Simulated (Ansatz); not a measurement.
Molecule: C5H7Si, net charge 0, doublet state. It need not be the lowest isomer of its formula. SMILES: [SiH3]C1=C[CH]C=C1
Geometry: optimised at B3LYP-D3(BJ)/def2-TZVP (Ansatz, a first-principles code).

Property: atomisation energy (electronic, to ground-state atoms), in eV. Correlated levels leave the core frozen unless marked. UHF or UKS for open shells. Spin-orbit coupling is left out. No relativistic terms. The coupled-cluster limit lacks core correlation, which all-electron functionals hold. CBS marks a two-point X^-3 extrapolation of the correlation energy; Hartree-Fock from the larger set.

The UHF reference is spin-contaminated (<S^2> 0.21 over the pure value in the largest basis). 

```tsv
level	program	atomisation energy (eV)
PBE/def2-TZVPD	Ansatz	___
revPBE-D3(BJ)/def2-TZVPD	Ansatz + dftd3	___
B3LYP/def2-TZVPD	Ansatz	56.06
PBE-QIDH/def2-TZVPD	Ansatz	56.48
RPA@PBE/cc-pV(T+d)Z	Ansatz	___
CCSD(T)/CBS(cc-pV(T+d)Z,cc-pV(Q+d)Z)	Ansatz	56.38
```

### Question
Some entries are withheld; supply them.

### Answer

- PBE/def2-TZVPD, atomisation energy (eV): 57.74
- revPBE-D3(BJ)/def2-TZVPD, atomisation energy (eV): 56.56
- RPA@PBE/cc-pV(T+d)Z, atomisation energy (eV): 52.35
